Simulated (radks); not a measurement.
Spherical quantum dot in the effective-mass picture: electrons in a parabolic well V = omega^2 r^2 / 2 with omega = 0.792, all in effective atomic units (hartree* = m*/eps^2 hartree, bohr* = eps/m* bohr), one dielectric constant everywhere. Method: non-relativistic Kohn-Sham, r2SCAN, spin-polarised, spherical densities, generalised Kohn-Sham scheme; computed with a radial shooting solver with Libxc functionals. Levels are named by radial order and angular momentum (1s, 1p, 1d, 2s, ...), and open shells are averaged over m.

N = 23, configuration 1s2 1p6 1d10 2s2 1f(up 3, down 0). This is the lowest configuration that the search found. Occupied and some empty levels:

| level | occupation | eigenvalue (hartree*) | <r> (bohr*) |
|---|---|---|---|
| 1s up | 1 | 9.6883 | 2.058 |
| 1s down | 1 | 9.6986 | 2.013 |
| 1p up | 3 | 10.008 | 2.516 |
| 1p down | 3 | 10.035 | 2.481 |
| 1d up | 5 | 10.387 | 2.826 |
| 1d down | 5 | 10.428 | 2.806 |
| 2s up | 1 | 10.507 | 2.368 |
| 2s down | 1 | 10.538 | 2.396 |
| 1f up | 3 | 10.820 | 3.068 |
| 1f down | 0 | 10.871 | 3.059 |
| 2p up | 0 | 11.005 | 2.665 |
| 2p down | 0 | 11.033 | 2.679 |
| 1g up | 0 | 11.300 | 3.274 |
| 1g down | 0 | 11.359 | 3.270 |
| 2d up | 0 | 11.528 | 2.945 |
| 2d down | 0 | 11.564 | 2.940 |

Energy (hartree*): total 151.288, kinetic 15.545, external 55.811, Hartree 89.050, exchange-correlation -9.1181.

Electron density:

| r (bohr*) | n(r) (e/bohr*^3) |
|---|---|
| 0.111 | 0.1961 |
| 0.391 | 0.1853 |
| 0.670 | 0.1669 |
| 0.950 | 0.1481 |
| 1.23 | 0.1358 |
| 1.51 | 0.1327 |
| 1.79 | 0.1370 |
| 2.07 | 0.1425 |
| 2.35 | 0.1422 |
| 2.63 | 0.1309 |
| 2.91 | 0.1082 |
| 3.19 | 0.07873 |
| 3.47 | 0.05009 |
| 3.75 | 0.02749 |
| 4.03 | 0.01299 |
| 4.30 | 0.005237 |
| 4.58 | 0.001811 |
| 4.86 | 0.0005393 |
| 5.14 | 0.0001376 |
| 5.42 | 0.00003042 |
